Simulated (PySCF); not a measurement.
Working out the ionisation energy of Zn⁺

Zn⁺ [Ar] 3d10 4s1 (2S) → Zn²⁺ [Ar] 3d10 (1S). All numbers are calculated (PySCF 2.14, no relativity, point nucleus, in def2-SVP). Frozen: [Ar]. Energies in hartree (1 hartree = 27.21139 eV):

| part | Zn⁺ (lower) | Zn²⁺ (upper) |
| --- | --- | --- |
| UHF | -1777.285125 | -1776.681259 |
| CCSD correlation | -0.239125 | -0.227240 |
| (T) | -0.006127 | -0.005334 |

**Question.** What does Hartree-Fock give?

**Answer.** (-1776.681259) − (-1777.285125) = 0.603866 hartree = 16.432 eV.

**Question.** What do CCSD and CCSD(T) give?

**Answer.** The CCSD correlation energies differ by 0.011885 hartree = 0.323 eV and the triples by 0.000793 hartree = 0.022 eV, so CCSD gives 16.755 eV and CCSD(T) 16.777 eV.

Measured between the centres of the two terms (NIST): 17.964 eV, so CCSD(T) (valence) is off by -1.187 eV.

The calculation is non-relativistic.

A double-zeta basis recovers only part of the correlation energy.

What remains against the reference includes basis incompleteness, the frozen core and higher excitations.
